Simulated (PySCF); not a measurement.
**Sn²⁺: excitation energy**

Sn²⁺ [Kr] 4d10 5s2 (1S) → Sn²⁺ [Kr] 4d10 5s1 5p1 (3P), as a difference of total energies. Calculation: PySCF 2.14, in x2c-QZVPPall; scalar relativity by spin-free X2C-1e. Correlated levels: valence: [Kr] 4d10 frozen. The calculations carry no spin-orbit coupling.

```
           method  excitation energy (eV)
              UHF                   5.605
    MP2 (valence)                   6.245
SCS-MP2 (valence)                   6.427
   CCSD (valence)                   6.449
```

**Question.** How much does correlation contribute at MP2 (valence)?

**Answer.** 6.245 − (5.605) = 0.640 eV, measured against UHF.

A first-order spin-orbit estimate (lowest level to lowest level, LS coupling) adds -0.407 eV.

The basis was made for the ground configuration and has no added diffuse functions, so the excitation energy can come out too high.

With two correlated electrons CCSD is exact in that space.
